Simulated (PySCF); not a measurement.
C4H6ClF, SMILES C(/F)(=C(/Cl)C)C. Heavy atoms are numbered as in [CH3:1]/[C:2]([F:3])=[C:4](\[CH3:5])[Cl:6]. Hydrogens are named by the atom that carries them.

Geometry optimised at B3LYP-D3(BJ)/def2-SVP.

Computed with PySCF with B3LYP/pcSseg-1.

GIAO shieldings, no solvent; atoms alike by connectivity are averaged. δ = σ(ref) − σ: ¹³C against TMS (σ = 181.3 ppm); ¹⁹F against CFCl3 (σ = 161.7 ppm); ³⁵Cl against HCl (σ = 933.3 ppm); ¹H against TMS (σ = 31.68 ppm), references at their B3LYP-D3(BJ)/def2-TZVP geometries, non-relativistic (without spin–orbit terms, shifts of atoms bonded to Cl or Br come out too high).

```json
[
 {"nucleus": "¹³C", "atoms": "C2", "count": "1", "δ (ppm)": "164.1"},
 {"nucleus": "¹³C", "atoms": "C4", "count": "1", "δ (ppm)": "126.0"},
 {"nucleus": "¹³C", "atoms": "C5 (CH3)", "count": "1", "δ (ppm)": "24.8"},
 {"nucleus": "¹³C", "atoms": "C1 (CH3)", "count": "1", "δ (ppm)": "19.1"},
 {"nucleus": "¹⁹F", "atoms": "F3", "count": "1", "δ (ppm)": "-103.8"},
 {"nucleus": "³⁵Cl", "atoms": "Cl6", "count": "1", "δ (ppm)": "210.0"},
 {"nucleus": "¹H", "atoms": "H on C1", "count": "3", "δ (ppm)": "2.32"},
 {"nucleus": "¹H", "atoms": "H on C5", "count": "3", "δ (ppm)": "2.26"}
]
```
